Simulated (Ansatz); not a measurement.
Problem. Predict a relaxed structure of the cluster CdBr2, charge 0, singlet, at B3LYP-D4/def2-TZVP (Ansatz).

Solution. 
```xyz
3

Cd    0.0013   -0.0004    0.0004
Br   -0.9039   -0.8377    2.0882
Br    0.9025    0.8381   -2.0886
```
Point group D∞h (tolerance 0.1 Å). The metal has 2 neighbours: Br 2.42 Å, Br 2.42 Å. This is one stationary point.

In the def2 sets Cd takes a core potential; there is no spin–orbit coupling. The structure comes from a short search, and lower isomers may exist.
